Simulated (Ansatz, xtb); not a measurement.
Relative energy of two isomers of C3H9AlClN

We compare X, `C/C=[CH]\[Al@H-]([NH3+])[Cl]`, a singlet, with Y, `C[CH2][Al]([Cl])[NH]C`, a singlet. Both are isolated molecules in the gas phase, relaxed with B3LYP-D3(BJ)/def2-SVP; each stands in its lowest conformer found.

**Question.** Estimate which is lower in electronic energy at CCSD(T)/def2-SVP + ΔMP2/def2-TZVPP, and by roughly how much.

**Answer.** The CCSD(T)/def2-SVP + ΔMP2/def2-TZVPP calculation puts structure Y lower, by 41.2 kJ/mol.

Level by level:

```json
{"level": "GFN2-xTB", "geometry": "GFN2-xTB", "E(Y) − E(X) (kJ/mol)": "−62.5", "departure from the last row (kJ/mol)": "−21.4", "job, with rough time for the two": "optimisation, 0.3 s"}
{"level": "HF/STO-3G", "geometry": "GFN2-xTB", "E(Y) − E(X) (kJ/mol)": "−150.2", "departure from the last row (kJ/mol)": "−109.0", "job, with rough time for the two": "single point, 0.2 s"}
{"level": "r2SCAN-D4/def2-SVP", "geometry": "GFN2-xTB", "E(Y) − E(X) (kJ/mol)": "−53.0", "departure from the last row (kJ/mol)": "−11.8", "job, with rough time for the two": "single point, 1.2 s"}
{"level": "B3LYP-D3(BJ)/def2-SVP", "geometry": "B3LYP-D3(BJ)/def2-SVP", "E(Y) − E(X) (kJ/mol)": "−41.7", "departure from the last row (kJ/mol)": "−0.5", "job, with rough time for the two": "optimisation, 21 s"}
{"level": "HF/def2-SVP", "geometry": "B3LYP-D3(BJ)/def2-SVP", "E(Y) − E(X) (kJ/mol)": "−38.9", "departure from the last row (kJ/mol)": "+2.3", "job, with rough time for the two": "part of the CCSD(T) run"}
{"level": "MP2/def2-SVP", "geometry": "B3LYP-D3(BJ)/def2-SVP", "E(Y) − E(X) (kJ/mol)": "−42.8", "departure from the last row (kJ/mol)": "−1.7", "job, with rough time for the two": "part of the CCSD(T) run"}
{"level": "CCSD(T)/def2-SVP", "geometry": "B3LYP-D3(BJ)/def2-SVP", "E(Y) − E(X) (kJ/mol)": "−36.6", "departure from the last row (kJ/mol)": "+4.6", "job, with rough time for the two": "single point"}
{"level": "CCSD(T)/def2-SVP + ΔMP2/def2-TZVPP", "geometry": "B3LYP-D3(BJ)/def2-SVP", "E(Y) − E(X) (kJ/mol)": "−41.2", "departure from the last row (kJ/mol)": "", "job, with rough time for the two": "single point, 15 s"}
```

As drawn, Y has 1 C–N, 3 C–H in place of 1 C=C, 1 Al–H, 2 N–H.

The levels shown agree on the order. The largest departure from CCSD(T)/def2-SVP + ΔMP2/def2-TZVPP is that of HF/STO-3G, 109.0 kJ/mol. The last row adds to CCSD(T) the change of the MP2 difference between the two basis sets, here −4.6 kJ/mol.

With thermal terms from frequencies at re-optimised GFN2-xTB minima (ideal gas, soft modes damped towards free rotors, one conformer each, 298.15 K, 1 atm): on the last row, ΔE + ΔZPE = −27.6, ΔH = −29.3, ΔG = −27.3 kJ/mol.

The correlated steps freeze 14 core orbitals. Mirror images aren't counted in ΔG. Programs: Ansatz 0.2.0, xtb 6.7.1; the last row on 4 threads of AMD EPYC 9R45 96-Core Processor (Zen 5) on a shared host.
